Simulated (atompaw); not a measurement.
**A failed generation for K**

Input:

```
K 19
GGA-PBE scalarrelativistic loggrid 1500 logderivrange -5 5 251
4 4 0 0 0 0
4 0 1
4 1 0
0 0 0
c
c
v
v
c
v
v
2
2.50 2.25 1.80 2.15
n
n
y
0.05
y
1.05
n
custom rrkj gramschmidtortho sinc
3 -0.5 troulliermartins
1.65
2.50
2.10
2.50
2.30
2.30
PWSCFOUT
UPFDX 0.0125d0 UPFXMIN -7.d0 UPFZMESH 19.d0
END
```

```bash
atompaw < K.input > K.log
```

End of the output:

```
  6  999    1    2    0.1050000E+01  0.2074231E+00  0.0000000E+00

 Eigenvalues of overlap operator (in the basis of projectors):
    1       -5.54524938E+01
    2        3.36835668E-02
    3        9.39584923E-02
    4        2.26140856E+00
    5        1.26596196E+01
    6        1.76526039E+01

The overlap operator has at least one negative eigenvalue!
It might be not positive definite...
Program is stopping.
This probably means that your projectors are too similar
or that your PAW basis is incomplete.
Advice: try to change your input parameters (f.i. : reference energies).
```

Problem. Why did it fail, and what change makes it run?

Solution. The run stopped because the overlap operator built from these waves and projectors is not positive definite. A run that differs only in the following succeeds: augmentation sinc compensation charge, radius 2.25 bohr; PAW radius 2.50 bohr; waves and projectors: custom polynom vanderbiltortho. This is one of several that fit.
